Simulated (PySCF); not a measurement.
# Oxygen: a sound run and one with changed settings

Sound run: O⁺ [He] 2s2 2p3, O²⁺ [He] 2s2 2p2. All numbers are calculated (PySCF 2.14, the spin-free X2C one-electron Hamiltonian (Gaussian nucleus), in x2c-SVPall (3s2p1d, 14 functions)). In the sound run the correlated levels freeze 1s2. The sound run starts from symmetry-adapted Hartree-Fock orbitals and uses a fine grid where one is needed.

A second run was set up differently.

| species | method | sound run (hartree) | changed run (hartree) | converged |
| --- | --- | --- | --- | --- |
| O⁺ | MP2 | -74.39708 | -74.39867 | yes |
| O⁺ | CCSD(T) | -74.41259 | -74.41405 | yes |
| O²⁺ | MP2 | -73.10718 | -73.10873 | yes |
| O²⁺ | CCSD(T) | -73.13052 | -73.13188 | yes |

Ionisation energy of O⁺:

```
 method  sound run (eV)  changed run (eV)
    UHF          34.716            34.716
    MP2          35.100            35.101
SCS-MP2          34.902            34.901
   CCSD          34.888            34.892
CCSD(T)          34.887            34.890
```

Problem. What was changed?
A. level shift left on
B. minimal basis
C. basis contracted for another Hamiltonian
D. all electrons correlated in a valence basis

Solution. D. A valence basis has no tight correlating functions, so it recovers only part of the core correlation, and not evenly between atom and ion.
